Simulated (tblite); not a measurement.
C₃HBrO.
Numbering: `[O:1]=[c:2]1[cH:3][c:4]1[Br:5]` (hydrogens: H6 on C3)

Computed with GFN2-xTB (tblite), gas phase: L-BFGS steps from a force-field or distance-geometry start until the largest atomic force falls under 0.01 eV/Å.

Step 5: E = -407.3892 eV
```
atom  x, y, z in Å  |  force x, y, z in eV/Å
O1     -1.1900    1.6301    0.5548   -0.203   0.362   0.102
C2     -0.5732    0.6743    0.2392    0.149  -0.337  -0.082
C3     -0.4631   -0.7193   -0.0842    0.031   0.077  -0.016
C4      0.6659    0.0274   -0.1053   -0.028   0.099   0.050
Br5     2.4974    0.0576   -0.3803   -0.107  -0.147  -0.026
H6     -0.9338   -1.6681   -0.2194    0.158  -0.054  -0.029
```

Step 6: E = -407.3928 eV
```
atom  x, y, z in Å  |  force x, y, z in eV/Å
O1     -1.1898    1.6330    0.5546   -0.051   0.073   0.021
C2     -0.5744    0.6710    0.2400   -0.102   0.106   0.040
C3     -0.4603   -0.7177   -0.0860    0.002   0.011  -0.006
C4      0.6663    0.0322   -0.1032   -0.049   0.024   0.031
Br5     2.4870    0.0509   -0.3806    0.078  -0.122  -0.047
H6     -0.9257   -1.6675   -0.2201    0.123  -0.092  -0.039
```

Step 7: E = -407.3943 eV
```
atom  x, y, z in Å  |  force x, y, z in eV/Å
O1     -1.1907    1.6354    0.5550   -0.002  -0.029  -0.007
C2     -0.5762    0.6712    0.2408   -0.152   0.204   0.064
C3     -0.4593   -0.7169   -0.0867   -0.029   0.004   0.006
C4      0.6657    0.0344   -0.1019   -0.041   0.018   0.024
Br5     2.4845    0.0465   -0.3815    0.111  -0.111  -0.048
H6     -0.9208   -1.6686   -0.2209    0.113  -0.085  -0.039
```

Task: Estimate the geometry and energy of step 8. (The exact step hangs on the optimiser's Hessian estimate; all steps are aligned on step 7, rigid shifts and turns removed.)

Result: E = -407.3992 eV, largest force 0.404 eV/Å
```
atom  x, y, z in Å  |  force x, y, z in eV/Å
O1     -1.1952    1.6449    0.5566    0.087  -0.266  -0.064
C2     -0.5850    0.6745    0.2444   -0.195   0.344   0.083
C3     -0.4576   -0.7130   -0.0888   -0.115   0.007   0.052
C4      0.6619    0.0437   -0.0963   -0.001   0.002  -0.001
Br5     2.4785    0.0272   -0.3861    0.143  -0.068  -0.038
H6     -0.8994   -1.6753   -0.2251    0.080  -0.018  -0.032
```

The energy changes by -0.0049 eV. The first-order estimate −F·Δx gives -0.0072 eV and the mean of the old and new forces, exact on a quadratic surface, -0.0048 eV. The step makes an angle of 55° with the force vector and moves no atom by more than 0.023 Å.

The cost below is that of the whole relaxation. The run took under 0.1 s of wall time on an Arm Neoverse V2 with one thread, shared host.
